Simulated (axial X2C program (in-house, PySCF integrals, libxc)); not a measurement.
## Spin–orbit effects down a group: molecules with Br (ions), CCSD

Calculated with an in-house all-electron X2C program for linear molecules (integrals from PySCF), spin-free (one-electron X2C) or two-component (2c: spin–orbit coupling with atomic mean-field Coulomb and Gaunt terms, which also bring small scalar terms), in Dyall basis sets with cores contracted in-house; open shells are unrestricted.

Basis sets: Be dyall-av3z, Br dyall-acv3z, Ca dyall-acv3z, Mg dyall-av3z, Sr dyall-acv3z. Frozen shells (counts by l): BeBr⁻ Br 3s2p1d, Be 1s, 10 electrons correlated; MgBr⁻ Br 3s2p1d, Mg 2s1p, 10 electrons correlated; CaBr⁻ Br 3s2p1d, Ca 3s2p, 10 electrons correlated; SrBr⁻ Sr 4s3p1d, Br 3s2p1d, 10 electrons correlated. Coupled cluster in natural virtuals with an MP2 remainder. Where the outer core of a metal is frozen, bonds come out longer and ionisation energies lower.

```json
{"molecule": "BeBr⁻", "spin-free state": "M_S = 0, Λ = 0", "Re (Å)": "2.136", "ωe (cm⁻¹)": "437.4", "De (eV)": "1.11", "2c state": "Ω = 0", "Re 2c (Å)": "2.137", "ωe 2c (cm⁻¹)": "437.0", "De 2c (eV)": "1.11"}
{"molecule": "MgBr⁻", "spin-free state": "M_S = 0, Λ = 0", "Re (Å)": "2.585", "ωe (cm⁻¹)": "225.5", "De (eV)": "1.04", "2c state": "Ω = 0", "Re 2c (Å)": "2.586", "ωe 2c (cm⁻¹)": "225.2", "De 2c (eV)": "1.03"}
{"molecule": "CaBr⁻", "spin-free state": "M_S = 0, Λ = 0", "Re (Å)": "2.797", "ωe (cm⁻¹)": "206.9", "De (eV)": "1.58", "2c state": "Ω = 0", "Re 2c (Å)": "2.798", "ωe 2c (cm⁻¹)": "206.7", "De 2c (eV)": "1.58"}
{"molecule": "SrBr⁻", "spin-free state": "M_S = 0, Λ = 0", "Re (Å)": "2.938", "ωe (cm⁻¹)": "159.6", "De (eV)": "1.63", "2c state": "Ω = 0", "Re 2c (Å)": "2.939", "ωe 2c (cm⁻¹)": "159.4", "De 2c (eV)": "1.62"}
```

Fragments in 2c: Br- + Be, Br- + Mg, Br- + Ca, Sr + Br-. Each entry is the lowest single determinant of a limited PBE0 search at one distance. De goes to single-determinant-based atoms at the same level (for ions the charge split of lowest energy) and is withheld (n/a) where an atom does not fit its ground term or J level. Main or longest-lived isotopes.
